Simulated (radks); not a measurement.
Question: Successive ionisation energies (eV) of one element, from differences of total energies of ions in their ground configurations, starting at charge 44: 7549.3, 7781.2, 8103.8, 8283.0, 34263, 35053. All-electron calculation, Dirac Kohn-Sham, relativistic LDA (MacDonald-Vosko exchange, VWN5 correlation), spin-unpolarised, spherical densities, finite nucleus; open shells fill j = l - 1/2 first; Fermi nuclear charge, rms radius 4.6519 fm. Program: a radial shooting solver on a logarithmic mesh with Libxc functionals. Which element is it?

Answer: Tin (Z = 50). The first species listed is Sn44+ in [He] 2s2 2p2, the last Sn49+ in 1s1.
